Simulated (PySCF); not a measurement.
Species: [TaCl6]- (charge -1 and singlet state).
Structure used (PBE0-D3(BJ)/def2-SVP), in Å, numbered top down from 1:
```xyz
7
TaCl6 angstrom
Ta     0.013   -0.014   -0.010
Cl    -0.003   -0.024    2.360
Cl     0.021   -0.001   -2.380
Cl     2.383    0.007   -0.002
Cl    -2.357   -0.042   -0.030
Cl    -0.005    2.356    0.004
Cl     0.041   -2.384   -0.011
```

Computed, not measured: PBE0-D3(BJ)/def2-SVP geometry optimisation, gas phase, def2 core potentials past Kr (PySCF 2.14.0).

Question: Which atoms are bound to Ta1, and at what distances?

Answer: 6 atoms: Cl3 2.370 Å, Cl6 2.370 Å, Cl5 2.370 Å, Cl2 2.370 Å, Cl4 2.370 Å, Cl7 2.370 Å.

Question: List the angles at Ta1.

Answer: 
```json
{"angle": "Cl2–Ta1–Cl3", "degrees": "179.8", "distance of the outer atoms (Å)": "4.74"}
{"angle": "Cl4–Ta1–Cl5", "degrees": "179.7", "distance of the outer atoms (Å)": "4.74"}
{"angle": "Cl6–Ta1–Cl7", "degrees": "179.6", "distance of the outer atoms (Å)": "4.74"}
{"angle": "Cl3–Ta1–Cl7", "degrees": "90.3", "distance of the outer atoms (Å)": "3.36"}
{"angle": "Cl5–Ta1–Cl6", "degrees": "90.3", "distance of the outer atoms (Å)": "3.36"}
{"angle": "Cl2–Ta1–Cl4", "degrees": "90.2", "distance of the outer atoms (Å)": "3.36"}
{"angle": "Cl2–Ta1–Cl5", "degrees": "90.1", "distance of the outer atoms (Å)": "3.35"}
{"angle": "Cl3–Ta1–Cl6", "degrees": "90.0", "distance of the outer atoms (Å)": "3.35"}
{"angle": "Cl5–Ta1–Cl7", "degrees": "90.0", "distance of the outer atoms (Å)": "3.35"}
{"angle": "Cl3–Ta1–Cl4", "degrees": "90.0", "distance of the outer atoms (Å)": "3.35"}
{"angle": "Cl4–Ta1–Cl6", "degrees": "89.9", "distance of the outer atoms (Å)": "3.35"}
{"angle": "Cl2–Ta1–Cl6", "degrees": "89.9", "distance of the outer atoms (Å)": "3.35"}
{"angle": "Cl4–Ta1–Cl7", "degrees": "89.8", "distance of the outer atoms (Å)": "3.35"}
{"angle": "Cl2–Ta1–Cl7", "degrees": "89.8", "distance of the outer atoms (Å)": "3.35"}
{"angle": "Cl3–Ta1–Cl5", "degrees": "89.7", "distance of the outer atoms (Å)": "3.34"}
```

Question: What is the shape at Ta1?

Answer: Octahedral: the three widest angles are 179.8°, 179.7° and 179.6°, the others run from 89.7° to 90.3°.

Question: What are the rotational constants (commonest isotopes, rigid rotor)?

Answer: A = 643.7, B = 643.3, C = 642.4 MHz: a spherical top.

Point group: Oh (every atom within 0.08 Å of its image). Charge -1, singlet. The geometry's basis has no diffuse functions, a weakness for an anion. No frequency check.

The run took 2.2 min of wall time on one thread of an Arm Neoverse V1, no GPU, shared host, and the process peaked at 0.57 GiB of memory. That covers the optimisation of the geometry.
